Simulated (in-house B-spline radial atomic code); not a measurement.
Binding energies in Cs⁸⁺

NIST's tabulated ground configuration is [Kr] 4d10 5s1; each binding energy is the energy of the ion with one electron taken from that subshell, relaxed, less that of the parent. Level of theory: Dirac-Hartree-Fock, average of configuration, Fermi nucleus of rms radius 4.8041 fm; calculated with an all-electron radial atomic-structure program (B-spline basis). Energies include first-order Breit, QED and recoil terms.

| subshell | X-ray name | binding energy (eV) | -ε (eV) | relaxation (eV) |
| --- | --- | --- | --- | --- |
| 2p1/2 | L2 | 5481.5 | 5531.4 | 36.1 |
| 2p3/2 | L3 | 5133.7 | 5177.8 | 34.6 |
| 3p1/2 | M2 | 1189 | 1203.9 | 12.7 |
| 3p3/2 | M3 | 1120.8 | 1134.3 | 12.1 |
| 3d3/2 | M4 | 859.4 | 873.9 | 13.8 |
| 3d5/2 | M5 | 845.5 | 859.3 | 13.6 |
| 4p1/2 | N2 | 300.2 | 303.1 | 2.5 |
| 4p3/2 | N3 | 286.2 | 288.7 | 2.3 |
| 4d3/2 | N4 | 192.9 | 194.9 | 2.0 |
| 4d5/2 | N5 | 190.6 | 192.4 | 1.9 |
| 5s | O1 | 123.8 | 124.0 | 0.2 |

Relaxation = -ε minus the binding energy without Breit, QED and recoil terms.

Emission lines follow as differences of binding energies, with λ = 12398.42 eV·Å / E:

| line | holes | energy (eV) | wavelength (Å) |
| --- | --- | --- | --- |
| L3-M5 | 2p3/2 → 3d5/2 | 4288.2 | 2.8913 |
| L2-M4 | 2p1/2 → 3d3/2 | 4622.1 | 2.6824 |
| L2-N4 | 2p1/2 → 4d3/2 | 5288.6 | 2.3444 |

Q: What does it cost to remove both a 3d5/2 and a 5s electron?

A: 988.64 eV, which is 19.42 eV more than the two single binding energies together.

Q: What does it cost to remove both a 2p3/2 and a 3p1/2 electron?

A: 6397.5 eV, which is 74.87 eV more than the two single binding energies together.
